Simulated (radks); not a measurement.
Q: Species: Co. Configuration: [Ar] 3d7 4s2. Calculated with a radial shooting solver on a logarithmic mesh with Libxc functionals: scalar-relativistic Kohn-Sham, LDA (Slater exchange, Perdew-Zunger correlation), spin-unpolarised, spherical densities, finite nucleus; Fermi nuclear charge, rms radius 3.7875 fm. Some entries of the table are withheld. Estimate them.

orbital,occ.,eigenvalue (eV),<r^2> (bohr^2),<r> (bohr)
1s,2,(1),0.004260,0.05628
2s,2,-897.0898,0.07739,0.2560
2p,6,-769.4567,0.06231,0.2252
3s,2,-101.8691,0.6947,0.7752
3p,6,-65.5124,0.7891,0.8170
3d,7,-8.4590,1.556,1.071
4s,2,-5.6803,9.603,2.869
4p,0,-1.3909,21.95,4.264
5s,0,-0.0251,482.1,(2)

A: 
(1) 1s eigenvalue (eV): -7576.694
(2) 5s <r> (bohr): 18.43
